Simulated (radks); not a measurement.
Values are calculated unless marked as measured or tabulated.
Excited configurations of Fe III: one electron is placed in a higher orbital outside [Ar] 3d5. The ground configuration is [Ar] 3d6. Level of theory: scalar-relativistic Kohn-Sham, SCAN, spin-polarised, spherical densities, finite nucleus; open shells are filled with parallel spins first; meta-GGA in the generalised Kohn-Sham scheme; Fermi nuclear charge, rms radius 3.7377 fm (a radial shooting solver on a logarithmic mesh with Libxc functionals). Excitation = E - E(ground); binding = E(ion) - E, where the ion is the core of charge +3; n* = 3/sqrt(2 binding) in atomic units, and the quantum defect is n - n*.

| outer orbital | excitation (eV) | binding (eV) | n* | quantum defect | <r> (bohr) |
|---|---|---|---|---|---|
| 4d | 17.567 | 12.368 | 3.147 | 0.853 | 4.017 |
| 4f | 22.221 | 7.714 | 3.984 | 0.016 | 5.867 |
| 5d | 22.715 | 7.220 | 4.118 | 0.882 | 7.632 |
| 6p | 23.659 | 6.276 | 4.417 | 1.583 | 9.673 |
| 6f | 26.371 | 3.563 | 5.862 | 0.138 | 15.46 |
| 7p | 25.720 | 4.215 | 5.390 | 1.610 | 14.58 |
| 7d | 26.589 | 3.346 | 6.049 | 0.951 | 17.76 |
| 7f | 27.293 | 2.642 | 6.807 | 0.193 | 21.75 |

The Delta-SCF ionisation energy is 29.935 eV (NIST Atomic Spectra Database: 30.65 eV, measured). Self-interaction in the functional shifts the binding energies and quantum defects, so they are the method's values and not measured ones. Open shells are spherical and high-spin; term and fine-structure splittings are not resolved.
